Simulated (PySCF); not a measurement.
CF2, SMILES F[C]F (connectivity only; charge and spin as stated), charge +1, multiplicity 2. Atoms are numbered in the order given.

```xyz
3

F      0.0000    -1.0894    -0.1431
C      0.0000     0.0000     0.4293
F      0.0000     1.0894    -0.1431
```
Charge +1, spin multiplicity 2.

Coordinates come from a PBE-D3(BJ)/def2-TZVP optimisation. The isomer is the one that the SMILES or the coordinates give; other isomers of the formula were not compared.

Method: PBE-D3(BJ)/def2-TZVP (PySCF 2.14.0).

Frequencies are harmonic and unscaled.

Question: List the normal modes with their intensities. (Estimate from the structure and the level; the computed values follow.)

Answer: 
```json
[
 {"mode": "1", "ν (cm⁻¹)": "621", "IR (km/mol)": "21.6", "moving atoms (share of kinetic energy)": "F 74 %, C 26 %"},
 {"mode": "2", "ν (cm⁻¹)": "1313", "IR (km/mol)": "52.4", "moving atoms (share of kinetic energy)": "F 51 %, C 49 %"},
 {"mode": "3", "ν (cm⁻¹)": "1623", "IR (km/mol)": "372.6", "moving atoms (share of kinetic energy)": "C 71 %, F 29 %"}
]
```
